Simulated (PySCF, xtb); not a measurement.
Te(Br)(SeH) (BrHSeTe), SMILES [Te](Br)[SeH]. Other conformers were not sampled.

Harmonic wavenumbers (cm⁻¹) from GFN2-xTB in xtb at its own minimum, in rising order: 80, 239, 255, 262, 650, 1967.

Task: What does PBE-D3(BJ)/def2-SVP in PySCF 2.14.0 give at its own minimum? (Estimate from the structure and the level; the computed values follow.)

Result: 75, 230, 242, 317, 663, 2301. Paired by order, the mean absolute difference is 72 cm⁻¹ and the zero-point energies are 4.9 and 5.5 kcal/mol.
